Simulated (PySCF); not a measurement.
Species: FGe₂H₅O.
Numbering: `[F:1][GeH2:2][O:3][GeH3:4]` (hydrogens: H5, H6 on Ge2; H7, H8, H9 on Ge4)

Computed, not measured: PBE0-D3(BJ)/def2-SVP geometry optimisation, gas phase (PySCF).

Some entries are withheld. Bonds in one row agree within 0.01 Å.

| coordinate | value |
| --- | --- |
| F1–Ge2 | ? |
| Ge2–O3 | 1.752 Å |
| O3–Ge4 | ? |
| Ge2–H5, Ge2–H6 | 1.533 Å |
| Ge4–H7, Ge4–H8, Ge4–H9 | 1.538 Å |
| F1–Ge2–O3 | 105.9° |
| F1–Ge2–H5 | ? |
| F1–Ge2–H6 | ? |
| O3–Ge2–H5 | 108.4° |
| O3–Ge2–H6 | 111.3° |
| H5–Ge2–H6 | 116.8° |
| Ge2–O3–Ge4 | ? |
| O3–Ge4–H7 | ? |
| O3–Ge4–H8 | ? |
| H7–Ge4–H8 | 111.5° |

Task: Fill in the missing values.

Result: 
- F1–Ge2 = 1.744 Å, drawn single (ends: fluorine bonded to Ge; germanium bonded to F, O and 2 H); 0.03 Å below the sum of covalent radii, 1.77 Å.
- O3–Ge4 = 1.788 Å, drawn single (ends: oxygen bonded to 2 Ge; germanium bonded to O and 3 H); 0.07 Å below the sum of covalent radii, 1.86 Å.
- F1–Ge2–H5 = 108.0°, at the germanium bonded to F, O and 2 H; the outer atoms are 2.653 Å apart.
- F1–Ge2–H6 = 105.8°, at the germanium bonded to F, O and 2 H; the outer atoms are 2.618 Å apart.
- Ge2–O3–Ge4 = 129.0°, at the oxygen bonded to 2 Ge; the outer atoms are 3.196 Å apart.
- O3–Ge4–H7 = 108.7°, at the germanium bonded to O and 3 H; the outer atoms are 2.706 Å apart.
- O3–Ge4–H8 = 105.2°, at the germanium bonded to O and 3 H; the outer atoms are 2.646 Å apart.

Radii are Cordero's.

No PBE0-D3(BJ)/def2-SVP frequencies stand behind this structure, so it isn't proved a minimum. One conformer, not necessarily the lowest (F1–Ge2–O3–Ge4 39°).
